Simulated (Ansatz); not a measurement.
Reaction (formal exchange of groups at the Al–H bond): `[NH2][AlH2]` + `[GaH2][C]1=NC1` → `[NH2][AlH][GaH2]` + `C1=NC1`

Program: Ansatz. Geometries: PBE0-D4/def2-TZVP. ΔE: electronic, gas phase. CCSD(T)/CBS is the MP2 limit (def2-TZVPP, def2-QZVPP) plus CCSD(T) − MP2 in def2-TZVPP, frozen cores. This one scheme is used for every species. DFT in def2-TZVPP. For Ga outer-core shells are correlated without core-valence functions, which leaves a few kJ/mol of doubt a bond. Scalar relativity is left out up to krypton. Each species was taken in one conformer, which may not be the lowest.

```
           species  BHLYP-D4 energy (Eh)
     `[NH2][AlH2]`            -299.61298
  `[GaH2][C]1=NC1`           -2058.07128
`[NH2][AlH][GaH2]`           -2225.03659
          `C1=NC1`            -132.64796
```

Task: Work out ΔE.

Result: ΔE = (-2225.03659) + (-132.64796) − (-299.61298) − (-2058.07128) = -0.00029 Eh = -0.01 eV. CCSD(T)/CBS gives 0.00 eV.

Largest T1 diagnostic among the species: 0.013.

At CCSD(T), def2-SVP lies +0.04 eV from the extrapolated value and def2-TZVPP +0.01 eV. Leaving LDA and LC-ωPBE aside and taking each functional with its dispersion term where it has one, the values, not all of them listed here, spread over 0.17 eV, from PBE-D4 to B97M-V.
